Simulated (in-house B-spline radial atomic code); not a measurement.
Ionising Mo XXXIX (Mo38+) with different functionals

Computed with a B-spline radial code for spherical atoms: scalar-relativistic (spin-free X2C) Hamiltonian, Fermi nucleus of rms radius 4.4091 fm, spin-polarised at highest spin, spherical fractional occupations for the functionals. The ionisation energy is the difference of two self-consistent energies, [He] 2s2 → [He] 2s1, without Breit or QED terms; ε is the level of the shell that loses the electron (its least bound occupied spin orbital). There is no spin-orbit coupling in this Hamiltonian.

| method | rung | ΔSCF (eV) | -ε(2s) (eV) |
| --- | --- | --- | --- |
| LDA VWN5 | LDA | 5541.5 | 5476.1 |
| AM05 | GGA | 5541.5 | 5477.1 |
| PBE | GGA | 5549.3 | 5482.8 |
| TPSSh | global hybrid | 5548.4 | 5491.9 |
| B3LYP | global hybrid | ? | ? |
| r2SCAN0 | global hybrid | ? | ? |

**Question.** What does r2SCAN0 give?

**Answer.** ΔSCF 5544.1 eV, and -ε(2s) = 5501.5 eV.

**Question.** What does B3LYP give?

**Answer.** ΔSCF 5547.9 eV, and -ε(2s) = 5495.8 eV.

**Question.** Among the functionals, which spreads more, the ΔSCF values or the orbital energies?

**Answer.** The orbital energies: ΔSCF values span about 7.8 eV and the orbital energies 25.5 eV.

**Question.** How do they compare with the NIST value?

**Answer.** NIST lists 5548 eV ± 5 (semi-empirical, ground level to ground level). Errors run from -6.5 to +1.3 eV; all lie within about twice that uncertainty, so the table can't rank the methods.
